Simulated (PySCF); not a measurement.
Computed NMR parameters against published values

Numbering as in the mapped SMILES `[CH3:1][CH2:2][CH2:3][O:4][C:5]([CH3:6])=[O:7]` (H(Xn): hydrogen on atom n).

The experiment to reproduce: δ ¹³C C3 66.2; C2 22.4; C1 10.5; δ ¹H H(C3) 4.02; H(C2) 1.65; H(C1) 0.95 ppm (measured; solution, not stated per compound (mostly CDCl3 or CCl4); Pretsch, Buehlmann, Badertscher, Structure Determination of Organic Compounds, 4th ed. (2009)).

[PySCF: geometry: PBE0-D3(BJ)/def2-SVP; σ from GIAO-PBE0/pcSseg-1; no relativistic terms; one conformer; no solvent model; rapidly exchanging positions averaged]

(1) What does the calculation give, and how does it compare?

(2) How far are the unscaled ¹³C shifts from the references?

(3) How far are the unscaled ¹H shifts from the references?

## Answers

(1) 
Reference values: measured (solution, not stated per compound (mostly CDCl3 or CCl4); Pretsch, Buehlmann, Badertscher, Structure Determination of Organic Compounds, 4th ed. (2009)).
```json
{"atoms": "C3", "quantity": "δ ¹³C", "reference": "66.2", "computed": "67.7", "computed, scaled": "65.1"}
{"atoms": "C2", "quantity": "δ ¹³C", "reference": "22.4", "computed": "24.4", "computed, scaled": "23.0"}
{"atoms": "C1", "quantity": "δ ¹³C", "reference": "10.5", "computed": "11.0", "computed, scaled": "10.0"}
{"atoms": "H(C3)", "quantity": "δ ¹H", "reference": "4.02", "computed": "3.63", "computed, scaled": "3.66"}
{"atoms": "H(C2)", "quantity": "δ ¹H", "reference": "1.65", "computed": "1.57", "computed, scaled": "1.70"}
{"atoms": "H(C1)", "quantity": "δ ¹H", "reference": "0.95", "computed": "0.95", "computed, scaled": "1.12"}
```

Computed shifts are σ(ref) − σ with the named reference compound (TMS for H and C) calculated as an isolated molecule at the same level. The measured values may be among those fitted. Expected solution values come from regression of measured δ (H and C: mostly CDCl3, vs TMS) on computed σ: ¹³C: δ = 178.46 − 0.972σ (rms 2.0 ppm, 209 shifts, 2.2 ppm with the 3 outliers that the fit left out); ¹H: δ = 29.85 − 0.948σ (rms 0.21 ppm, 133 shifts). Occasional misses reach two or three times the rms, and more in compound classes unlike the fitted ones.

(2) Mean signed difference +1.33 ppm, mean absolute 1.33 ppm over 3 comparisons; the largest is +2.0 ppm at C2 (sp3 CH2).

(3) Mean signed difference -0.16 ppm, mean absolute 0.16 ppm over 3 comparisons; the largest is -0.39 ppm at H(C3) (hydrogen on an sp3 CH2 bonded to O).
